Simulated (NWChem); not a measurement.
# BiBr$_{2}$F; SMILES [F][Bi]([Br])[Br]

This build's default masses of Se (78.918 u) and Br (79.917 u) are each other's, which moves their modes by up to 0.6 %. def2 effective core potentials on Bi; no spin-orbit coupling.

Give the equilibrium geometry at PBE-D3(BJ)/def2-SVP with def2 effective core potentials on Bi (NWChem) as an XYZ file, with the point group.

point group Cs; any orientation.
```
4

Bi    -0.6513     0.1444     0.0000
F     -1.3070    -1.8045     0.0000
Br     1.0240     0.0134     2.0227
Br     1.0240     0.0134    -2.0227
```
